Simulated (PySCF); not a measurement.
J couplings in `C[Te+](C)[B-](F)(F)F`, C2H6BF3Te

Geometry:
```csv
atom,x (Å),y (Å),z (Å)
C1,-1.686,-0.704,0.254
Te2,0.151,-0.265,1.264
C3,1.395,-1.245,-0.178
B4,0.315,2.005,0.000
F5,0.183,1.532,-1.257
F6,-0.747,2.642,0.517
F7,1.532,2.433,0.357
H8,-1.570,-0.396,-0.793
H9,-2.469,-0.100,0.732
H10,-1.923,-1.771,0.337
H11,2.438,-1.031,0.089
H12,1.216,-2.327,-0.162
H13,1.165,-0.810,-1.159
```

Method: indirect couplings at PBE0/pcJ-1 (dyall-v2z on Te), gas phase, finite nuclei, structure from PBE0-D3(BJ)/def2-SVP; PySCF 2.14 with density-fitted X2C routines.

Non-relativistic values:
```csv
coupling,atoms,J (Hz)
"1J(125Te,13C)",Te2 – C1/C3,122.2
"1J(125Te,11B)",Te2 – B4,-14.1
"2J(125Te,19F)",Te2 – F5/F6/F7,-272.6
"2J(125Te,1H)",Te2 – H8/H9/H10/H11/H12/H13,-18.6
```

What do two-component X2C with spin–orbit coupling give?

Results:


| coupling | atoms | with spin–orbit (Hz) |
| --- | --- | --- |
| 1J(125Te,13C) | Te2 – C1/C3 | 192.5 |
| 1J(125Te,11B) | Te2 – B4 | 7.5 |
| 2J(125Te,19F) | Te2 – F5/F6/F7 | -268.4 |
| 2J(125Te,1H) | Te2 – H8/H9/H10/H11/H12/H13 | -32.9 |

The largest listed coupling, 2J(125Te,19F), ends at 0.98 times its non-relativistic value. Equivalent partners are averaged, as under fast rotation. In the static structure 2J(125Te,19F) spreads over -113.7, -332.5, -358.9 Hz. In the static structure 2J(125Te,1H) spreads over 0.9, -86.7, -12.3, -90.2, -10.7, 1.7 Hz.
